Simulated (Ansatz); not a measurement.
[InF4]- (InF₄⁻). Total charge -1; singlet. Geometry PBE0-D4/def2-SVPD, basis def2-TZVPD, Ansatz.

```
run  HOMO (eV)  LUMO (eV)
  A      -7.24       3.20
  B      -5.64       2.51
  C     -10.72       4.47
  D      -5.22       2.16
  E      -4.12       1.99
  F      -7.58       3.14
```

In the def2 sets In takes a core potential; there is no spin–orbit coupling. HSE06 is defined as in plane-wave codes, on full-range PBE exchange.

**Question.** The runs used BHLYP, CAM-B3LYP, HF, HSE06, PBE0, r2SCAN. Estimate which is which.

**Answer.** A CAM-B3LYP (range-separated); B PBE0 (25 % exact exchange); C HF (100 % exact exchange); D HSE06 (range-separated); E r2SCAN (0 % exact exchange); F BHLYP (50 % exact exchange). Exact exchange lowers occupied and raises empty levels; among semilocal functionals meta-GGAs tend to open the gap a little, and such runs are hard to tell apart. The gap grows from 6.10 eV (r2SCAN) to 15.19 eV (HF).
